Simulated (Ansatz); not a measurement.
Ansatz (a quantum-chemistry and plane-wave program) input (CCSD(T)/def2-SVPD):

Ansatz 0.2 input:
```yaml
crystal:
  periodic: [false, false, false]
  atoms:
    - {symbol: In, position_ang: [0.05733236, -0.09927199, -0.24914289]}
    - {symbol: F, position_ang: [-1.71727642, -0.80244287, 0.47243683]}
    - {symbol: F, position_ang: [-0.07684334, 1.93697527, -0.24160162]}
    - {symbol: F, position_ang: [1.48197692, -0.59405154, 1.12560944]}
basis:
  gaussian:
    orbitals: def2-SVPD
total_charge: -1
magnetization: {spin_polarized: true, initial_magnetization: 1}
correlation: {method: ccsd_t, electrons: outside_noble_gas}
output: {forces: true}
```

End of the output:

```
cycle   7  -18.24681688 eV  change   -7.2e-4 eV  update   4.4e-4
cycle   8  -18.24686425 eV  change   -4.7e-5 eV  update   1.8e-4
cycle   9  -18.24684330 eV  change    2.1e-5 eV  update   7.7e-5
cycle  10  -18.24688534 eV  change   -4.2e-5 eV  update   3.0e-5
cycle  11  -18.24686166 eV  change    2.4e-5 eV  update   1.2e-5
cycle  12  -18.24685729 eV  change    4.4e-6 eV  update   5.1e-6
cycle  13  -18.24686175 eV  change   -4.5e-6 eV  update   2.2e-6
perturbative correction -0.43445554 eV, -0.0159659466 hartree
the calculation of the forces begins
Total energy: -13283.00036303 eV, -488.1412598004 hartree
Atom 0 at     0.057332    -0.099272    -0.249143 Å, force     0.067114    -0.116209    -0.291650 eV/Å
Atom 1 at    -1.717276    -0.802443     0.472437 Å, force    -0.208325    -0.074526     0.099555 eV/Å
Atom 2 at    -0.076843     1.936975    -0.241602 Å, force    -0.019236     0.241241     0.017249 eV/Å
Atom 3 at     1.481977    -0.594052     1.125609 Å, force     0.160447    -0.050506     0.174845 eV/Å
Dipole moment:     0.120595    -0.208813    -0.524057 e Å
```
